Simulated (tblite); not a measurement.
Compound: C₉H₁₀O₂.
SMILES with atom numbers: `[O:1]=[CH:2][c:3]1[cH:4][cH:5][c:6]([CH:7]2[CH2:8][CH2:9][CH2:10]2)[o:11]1` (hydrogens: H12 on C2; H13 on C4; H14 on C5; H15 on C7; H16, H17 on C8; H18, H19 on C9; H20, H21 on C10)

Geometry (GFN2-xTB, Å), atoms numbered from 1 in this order:
```xyz
21
C9H10O2 angstrom
O      4.3412   -0.5556   -1.5295
C      3.1538   -0.7369   -1.3989
C      2.2834    0.0216   -0.5347
C      2.5306    1.0811    0.3151
C      1.2996    1.4132    0.8991
C      0.3729    0.5414    0.3748
C     -1.0818    0.4080    0.6127
C     -1.9922    0.3797   -0.6371
C     -2.7257   -0.8397   -0.0630
C     -1.6039   -1.0028    0.9712
O      0.9637   -0.2955   -0.4878
H      2.6209   -1.5333   -1.9544
H      3.4835    1.5408    0.4796
H      1.1116    2.1899    1.6118
H     -1.3954    1.1613    1.3354
H     -2.5873    1.2738   -0.8059
H     -1.4320    0.1447   -1.5391
H     -3.6800   -0.5808    0.3905
H     -2.8726   -1.6741   -0.7442
H     -1.9080   -1.1422    2.0057
H     -0.8913   -1.7776    0.6981
```

Method: GFN2-xTB as coded in tblite; computed harmonic values from a numerical Hessian at the method's own geometry, unscaled. Against measured fundamentals such values can be off by several per cent, at times by over 20. One conformer, not necessarily the lowest.

Harmonic wavenumbers (cm⁻¹): 30.4, 70.6, 82.7, 138.7, 167.7, 219.1, 237.4, 380.4, 388.1, 469.8, 601.6, 617.7, 668.5, 731.5, 748.5, 816.8, 823.6, 829.5, 854.1, 916.5, 936.9, 982.7, 984.6, 1017.3, 1035.9, 1043.1, 1060.9, 1067.7, 1116.3, 1157.2, 1183.4, 1195.3, 1219.9, 1237.7, 1246.7, 1248.1, 1260.6, 1268.9, 1299.6, 1366.1, 1398.9, 1464.7, 1467.5, 1478.7, 1490.1, 1557.6, 1727.7, 2769.6, 2988.2, 3007.7, 3016.8, 3022.2, 3026.1, 3027.3, 3032.5, 3182.3, 3193.5.

A = 2821, B = 603.3, C = 538.9 MHz; mass 150.068 u (most abundant isotopes); point group Cs, symmetry number 1.

Zero-point energy?

½Σν̃ = 36787 cm⁻¹ = 105.18 kcal/mol.

Entropy at 500 K, 1 bar (ideal gas, RRHO, classical rotation)?

Translation 43.52, rotation 31.78, vibration 50.99: S = 126.3 cal/(mol K).

And Cp and H(500 K) − H(0)?

Cp = 61.57 cal/(mol K), of which vibrations give 53.62 (their classical limit is 57 R = 113.3); H(500 K) − H(0) = 17.04 kcal/mol without the zero-point energy, 13.06 from vibrations.

Blend soft modes into free rotors: weight 1/[1 + (100 cm⁻¹/ν̃)⁴] for the oscillator and the rest for a rotor with moment μB/(μ + B), μ = h/(8π²ν), B = 10⁻⁴⁴ kg m². What vibrational entropy results?

46.44 cal/(mol K) in place of 50.99, which changes −T·S at 500 K by +2.27 kcal/mol.

What must be added to the electronic energy to get the Gibbs energy at 500 K and 1 bar?

ZPE + [H(500 K) − H(0)] − T·S = 105.18 + 17.04 − 63.15 = 59.07 kcal/mol.

How do the functions run with temperature in this model?

```
 T (K)  S (cal/(mol K))  Cp (cal/(mol K))  H − H(0) (kcal/mol)  G − H(0) (kcal/mol)  ln q(vib)
   150             80.6              22.7                 2.37                -9.72       3.53
   250             94.4              32.7                 5.11               -18.49       6.09
298.15            100.7              38.6                 6.83               -23.18       7.30
   400            113.7              51.0                11.39               -34.10       9.90
   600            138.3              70.2                23.64               -59.34      15.15
   900            170.5              87.8                47.60              -105.81      22.91
```

q(vib) and H(0) count from the zero-point level.

Which modes carry the vibrational entropy at 500 K?

30.4 cm⁻¹: 6.83; 70.6 cm⁻¹: 5.16; 82.7 cm⁻¹: 4.84; 138.7 cm⁻¹: 3.83; 167.7 cm⁻¹: 3.45; 219.1 cm⁻¹: 2.94 cal/(mol K); the other 51 give 23.94 together.

Hindered rotation and anharmonicity are outside this model. Other conformers, if any are populated, would add a mixing term that is left out.

On one thread, Arm Neoverse V1 (aarch64) (shared host), this took 0.92 s of wall time. This covers the Hessian and the dipole derivatives.
